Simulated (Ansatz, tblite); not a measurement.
(LiH)n: gap (eV) at several levels, gas phase, relaxed structures; Ansatz, xTB through tblite. Clusters are the lowest isomers that short searches found in that spin, judged at the geometry's level. Singlets are spin-restricted. The structures are stationary points that may keep the symmetry of their start.

```
            species    state             geometry  GFN1-xTB  PBE-D4/def2-TZVP  PBE-D4/def2-TZVPD  r2SCAN-D4/def2-TZVPD  PBE0-D4/def2-TZVP  PBE0-D4/def2-TZVPD
(LiH)2 ring (Li2H2)  singlet     PBE-D4/def2-TZVP      4.03              3.79               3.73                  4.73               5.43                5.33
              Li5H5  singlet  r2SCAN-D4/def2-TZVP      4.37              3.97               3.86                  4.73               5.68                5.51
              Li7H7  singlet     PBE-D4/def2-TZVP      4.45              3.86               3.80                  4.53               5.63                5.52
              Li8H8  singlet   r2SCAN-D4/def2-SVP      5.28              4.00               3.93                  4.66               5.73                5.61
```

(1) Estimate the rows for (LiH)4 cube (Li4H4) (singlet, PBE-D4/def2-TZVP geometry).

(1) 
```
            species    state          geometry  GFN1-xTB  PBE-D4/def2-TZVP  PBE-D4/def2-TZVPD  r2SCAN-D4/def2-TZVPD  PBE0-D4/def2-TZVP  PBE0-D4/def2-TZVPD
(LiH)4 cube (Li4H4)  singlet  PBE-D4/def2-TZVP      6.11              4.54               4.39                  5.25               6.23                6.02
```

Over the 5 species that have every level, the mean is 4.85 at GFN1-xTB, 4.03 at PBE-D4/def2-TZVP, 3.94 at PBE-D4/def2-TZVPD, 4.78 at r2SCAN-D4/def2-TZVPD, 5.74 at PBE0-D4/def2-TZVP, 5.60 at PBE0-D4/def2-TZVPD. Orbital gaps grow with the share of exact exchange and aren't one observable across functionals.
